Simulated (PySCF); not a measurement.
From one molecule to another.

First species: C3H10F3PSi2.
SMILES with atom numbers: `[CH3:1][SiH2:2][PH:3][SiH2:4][CH2:5][C:6]([F:7])([F:8])[F:9]` (hydrogens: H10, H11, H12 on C1; H13, H14 on Si2; H15 on P3; H16, H17 on Si4; H18, H19 on C5)

Cartesian coordinates in Å at the GFN2-xTB level; atoms count from 1:
```xyz
19
C3H10F3PSi2 angstrom
C      3.480    0.595    0.077
Si     2.360   -0.378   -1.105
P      0.401    0.714   -1.199
Si    -0.549    0.088    0.708
C     -2.417    0.505    0.605
C     -3.159   -0.528   -0.176
F     -2.749   -0.617   -1.455
F     -3.021   -1.764    0.339
F     -4.486   -0.302   -0.233
H      4.487    0.190    0.085
H      3.545    1.637   -0.222
H      3.100    0.567    1.094
H      2.895   -0.377   -2.471
H      2.231   -1.767   -0.645
H     -0.225   -0.206   -2.013
H     -0.024    0.955    1.767
H     -0.440   -1.310    1.136
H     -2.861    0.541    1.597
H     -2.581    1.466    0.121
```

Second species: C6H10O.
Numbering: `[CH3:1][CH2:2][CH:3]1[CH2:4][C:5](=[O:6])[CH2:7]1` (hydrogens: H8, H9, H10 on C1; H11, H12 on C2; H13 on C3; H14, H15 on C4; H16, H17 on C7)

Structure used (GFN2-xTB), in Å, numbered top down from 1:
```
atom  x, y, z in Å
C1     2.0617    0.8158   -0.4181
C2     1.1488   -0.4018   -0.3264
C3    -0.1472   -0.0806    0.4034
C4    -1.1546    0.7998   -0.3689
C5    -2.1837   -0.2971   -0.2119
O6    -3.3449   -0.3895   -0.4843
C7    -1.1883   -1.2205    0.4551
H8     2.9731    0.5688   -0.9568
H9     1.5642    1.6298   -0.9401
H10    2.3350    1.1642    0.5756
H11    1.6660   -1.2041    0.2056
H12    0.9186   -0.7627   -1.3320
H13    0.0801    0.3188    1.3933
H14   -0.8876    0.9795   -1.4095
H15   -1.4276    1.7504    0.0852
H16   -1.4835   -1.5721    1.4418
H17   -0.9370   -2.0868   -0.1554
```

Levels: PBE0/pcSseg-1 for dipole moment, HOMO energy, LUMO energy and HOMO–LUMO gap; GFN2-xTB for rotational constant A and rotational constant C. Geometries: GFN2-xTB. All species are isolated and taken at one optimised geometry, non-relativistic unless stated. Electronic properties by PySCF.

The conformers computed, where there is a choice (atom-mapped SMILES and torsion angles):
- `[CH3:1][SiH2:2][PH:3][SiH2:4][CH2:5][C:6]([F:7])([F:8])[F:9]`: C1–Si2–P3–Si4 -78°, Si2–P3–Si4–C5 -164°, P3–Si4–C5–C6 80°, Si4–C5–C6–F7 -62°
- `[CH3:1][CH2:2][CH:3]1[CH2:4][C:5](=[O:6])[CH2:7]1`: C1–C2–C3–C4 72°

```
             property   column X   column Y
        dipole moment     3.16 D     2.50 D
          HOMO energy   -7.11 eV   -7.44 eV
          LUMO energy   -0.56 eV   -0.14 eV
        HOMO–LUMO gap    6.55 eV    7.30 eV
rotational constant A  7.372 GHz  2.369 GHz
rotational constant C  1.331 GHz  0.383 GHz
```

(1) Which column belongs to which species?

(2) How does each property change from the first species to the second?

Answers

(1) Column X is the second species and column Y the first. The first has 19 atoms and 98 electrons, the second 17 and 54.

(2) dipole moment +0.66 D; HOMO energy +0.33 eV; LUMO energy -0.42 eV; HOMO–LUMO gap -0.75 eV; rotational constant A +5.003 GHz; rotational constant C +0.948 GHz.

On the first: In atomic units the dipole is 0.98 e·bohr (1 au = 2.5417 D). A dipole of 2.50 D is allowed in C1, and pure rotational transitions are dipole-allowed.

On the second: In atomic units the dipole is 1.24 e·bohr (1 au = 2.5417 D).
